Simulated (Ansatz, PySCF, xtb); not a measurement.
Dimer: H2S (SMILES S) (first 3 atoms) with CHN (SMILES C#N); geometry from B3LYP-D3(BJ)/def2-TZVP.
(charge 0, multiplicity 1):
| atom | x (Å) | y (Å) | z (Å) |
|---|---|---|---|
| S | 0.2190 | 0.0231 | -0.8022 |
| H | 0.3110 | -0.0499 | 0.5374 |
| H | -0.0105 | -1.2940 | -0.9229 |
| C | 0.5791 | -0.1106 | 4.0462 |
| N | 0.4779 | -0.1653 | 2.9068 |
| H | 0.6731 | -0.0600 | 5.1079 |

Monomers are frozen at their geometry in the pair; levels with a basis set take the counterpoise correction.

The values were computed with Ansatz (Gaussian basis) for Hartree–Fock, density functionals and correlated methods; PySCF for the dispersion terms; xtb for the GFN methods. Values without a source in brackets are computed.

One of these levels gives -2.04 kcal/mol for the interaction energy. Which one is it?
(A) BLYP-D4/def2-TZVPPD
(B) GFN2-xTB
(C) BLYP/def2-TZVPPD

A, BLYP-D4/def2-TZVPPD. The others give -2.72 (GFN2-xTB), -1.14 (BLYP/def2-TZVPPD)

Ansatz is a program for electronic structure.
